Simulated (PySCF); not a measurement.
Compound: C3H2BrNO.
Atom-mapped SMILES: `[Br:1][c:2]1[n:3][cH:4][cH:5][o:6]1` (hydrogens: H7 on C4; H8 on C5)

Vertical excitations from PySCF (density fitting, frozen core in the response, grid level 2 and gas phase unless stated; continuum runs use non-equilibrium linear response for the excitations) on a GFN2-xTB geometry. Reference run:

```csv
settings,"S1, eV (f)","S2, eV (f)","S3, eV (f)","S4, eV (f)","S5, eV (f)","S6, eV (f)","T1, eV (Tamm–Dancoff)",mean α (au)
"PBE0/def2-SVPD, full TDDFT, 6 singlets",5.71 (0.000),6.02 (0.281),6.43 (0.002),6.88 (0.041),6.99 (0.001),7.06 (0.000),4.05,63.5
```

What do these settings give: (1) PBE0/aug-cc-pVDZ, full TDDFT, 25 singlets; (2) BP86/cc-pVDZ, energy threshold 1e-06 Eh, start guess atom, full TDDFT, 1 singlet?

| settings | S1, eV (f) | S2, eV (f) | S3, eV (f) | S4, eV (f) | S5, eV (f) | S6, eV (f) | T1, eV (Tamm–Dancoff) | mean α (au) |
| --- | --- | --- | --- | --- | --- | --- | --- | --- |
| PBE0/aug-cc-pVDZ, full TDDFT, 25 singlets | 5.60 (0.000) | 5.98 (0.276) | 6.23 (0.035) | 6.49 (0.002) | 6.90 (0.002) | 6.96 (0.001) | 4.06 | 64.1 |
| BP86/cc-pVDZ, energy threshold 1e-06 Eh, start guess atom, full TDDFT, 1 singlet | 5.32 (0.000) | – | – | – | – | – | 4.16 | 50.8 |

(1) S1 moves by -0.11 eV. (2) S1 moves by -0.39 eV; functional and basis change together, so the shift can't be laid on one. States are counted by energy in each run and needn't keep their character from row to row.

Which orbital pairs make up S1 in each run, and how does it sit against the orbital gap?

```
                                                                        settings  S1 configurations (weight)  S1 (eV)  orbital gap (eV)  S1 − gap (eV)
                                          PBE0/def2-SVPD, full TDDFT, 6 singlets                  H→L+1 0.97     5.71              6.70          -0.99
                                       PBE0/aug-cc-pVDZ, full TDDFT, 25 singlets                  H→L+1 0.97     5.60              6.68          -1.08
BP86/cc-pVDZ, energy threshold 1e-06 Eh, start guess atom, full TDDFT, 1 singlet                  H→L+1 0.99     5.32              4.79          +0.53
```

 The PBE0/def2-SVPD calculation is non-relativistic and has no spin–orbit coupling, an omission that weighs most on bromine.
